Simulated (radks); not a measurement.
Results of a calculation; reference values are marked as such.
Problem. Species: Ta1.5+. Configuration: [Xe] 4f14 5d2 6p1.5 (fractional occupations, a model configuration). Level of theory: Dirac Kohn-Sham, PBE, spin-unpolarised, spherical densities, finite nucleus; open shells are shared between the two j in proportion to 2j + 1; Fermi nuclear charge, rms radius 5.3507 fm (a radial shooting solver on a logarithmic mesh with Libxc functionals). Some entries of the table are withheld. Estimate them.

orbital  occ.  eigenvalue (eV)  r(max) (bohr)
1s1/2       2        -67270.35        0.01168
2s1/2       2              (1)        0.06705
2p1/2       2              (2)        0.04993
2p3/2       4              (3)        0.05666
3s1/2       2        -2661.441         0.1889
3p1/2       2        -2434.490         0.1770
3p3/2       4        -2161.050         0.1908
3d3/2       4        -1777.130         0.1497
3d5/2       6        -1717.568         0.1535
4s1/2       2        -555.4542         0.4294
4p1/2       2        -461.8060            (4)
4p3/2       4        -398.8578            (5)
4d3/2       4        -244.8223         0.4564
4d5/2       6        -233.2584         0.4657
5s1/2       2              (6)         0.9892
5p1/2       2         -61.6591            (7)
5p3/2       4         -52.7706            (8)
4f5/2       6         -41.9114         0.4388
4f7/2       8         -39.9271         0.4439
5d3/2     0.8         -18.2608          1.493
5d5/2     1.2         -17.5004          1.535
6p1/2     0.5         -11.9544          3.051
6p3/2       1         -10.9799          3.280

Solution. 
(1) 2s1/2 eigenvalue (eV): -11564.08
(2) 2p1/2 eigenvalue (eV): -11054.51
(3) 2p3/2 eigenvalue (eV): -9784.372
(4) 4p1/2 r(max) (bohr): 0.4295
(5) 4p3/2 r(max) (bohr): 0.4587
(6) 5s1/2 eigenvalue (eV): -88.9074
(7) 5p1/2 r(max) (bohr): 1.064
(8) 5p3/2 r(max) (bohr): 1.148
